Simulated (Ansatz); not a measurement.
A set of 12 reactions (redistribution), with CCSD(T)/CBS values in kJ/mol:

```tsv
reaction	ΔE
`[SiH3][GeH2][GeH2][GeH3]` + `[SiH3][SiH2][SiH2][SiH2][GeH3]` → `[SiH3][GeH2][GeH2][SiH2][GeH3]` + `[SiH3][SiH2][SiH2][GeH3]`	-1.7
`O[Si](O)(F)[SeH]` + `F[SiH2]N[SiH3]` → `O[Si](O)(F)N[SiH2]F` + `[SiH3][SeH]`	-29.3
`[NH]=[Nb]([F])([F])[F]` + `N[Si]Br` → `[NH]=[Nb]([NH2])([F])[F]` + `F[Si]Br`	12.1
`C[SiH2][SiH2]Cl` + `O[SiH](F)[NH][GeH3]` → `Cl[SiH2][NH][GeH3]` + `C[SiH2][SiH](O)F`	22.4
`CO[SiH2]S[SiH2]O` + `F[SiH2][GeH3]` → `CO[SiH2]S[SiH2]F` + `O[SiH2][GeH3]`	15.6
`[CH3][Al]([SH])[Br]` + `NBF` → `[CH3][Al]([NH2])[Br]` + `FBS`	75.2
`C[SiH2][SiH2]Cl` + `OC[SiH2][AsH2]` → `C[SiH2][SiH2][AsH2]` + `OC[SiH2]Cl`	-10.5
`[BH2][InH][F]` + `FC[SiH]([SiH3])Cl` → `B[SiH]([SiH3])Cl` + `F[CH2][InH][F]`	26.0
`[BH2][GaH][SiH3]` + `C[SiH](O)[GaH2]` → `O[SiH]([SiH3])[GaH2]` + `[BH2][GaH][CH3]`	29.0
`[F][Hf]([F])([Cl])[Br]` + `BN` → `[NH2][Hf]([F])([Cl])[Br]` + `BF`	102.5
`CO[SiH2]S[SiH2]O` + `Cl[SiH2][GeH3]` → `O[SiH2][GeH3]` + `CO[SiH2]S[SiH2]Cl`	23.4
`[F][In]` + `C=[CH][In]([Cl])[Cl]` → `[Cl][In]` + `C=[CH][In]([F])[Cl]`	11.4
```

Calculated with Ansatz (gas phase, PBE0-D4/def2-TZVP geometries, no zero-point term in ΔE). CBS: MP2 limit from def2 TZ/QZ plus the TZ coupled-cluster correction, frozen cores. This one scheme is used for every species. Functionals use def2-TZVPP. B3LYP here is the variant with VWN-RPA as its local correlation; programs differ in this. def2 core potentials past Kr. For As, Br, Ga, Ge, Hf, In, Nb, Se outer-core shells are correlated without core-valence functions, which leaves a few kJ/mol of doubt a bond. Scalar relativity is left out up to krypton. Each species was taken in one conformer, which may not be the lowest.

Give the mean, mean absolute and largest difference (level minus CCSD(T)/CBS, kJ/mol) for: PBE-D4, ωB97X-V, ωB97M-V, B2PLYP, PBE, r2SCAN, B3LYP, HF/def2-TZVPP, MP2/def2-TZVPP, SCS-MP2/def2-TZVPP, CCSD/def2-TZVPP, CCSD(T)/def2-TZVPP, HF/CBS(def2), MP2/CBS(def2). (Best estimate.)

Computed: 
```
             level  mean  mean absolute  largest
            PBE-D4   1.2            4.2     12.3
           ωB97X-V   1.7            2.2     11.8
           ωB97M-V   2.1            2.1      6.6
            B2PLYP   0.7            1.8      5.2
               PBE   1.2            4.4     14.3
            r2SCAN   1.7            3.7     13.3
             B3LYP   0.7            2.9      8.8
     HF/def2-TZVPP   0.4            6.0      9.2
    MP2/def2-TZVPP   0.4            1.2     -2.7
SCS-MP2/def2-TZVPP   0.1            1.6      3.5
   CCSD/def2-TZVPP   0.0            1.6     -2.7
CCSD(T)/def2-TZVPP   0.0            0.9      2.1
      HF/CBS(def2)   0.3            5.7     -9.2
     MP2/CBS(def2)   0.4            1.0      2.9
```

The largest T1 diagnostic in the set is 0.021, for `[NH]=[Nb]([F])([F])[F]` (customary mark 0.02).

CCSD(T)/CBS is a level of theory with its own doubt, and the functionals carry their triple-zeta basis error, so these figures describe this set and don't rank the functionals.
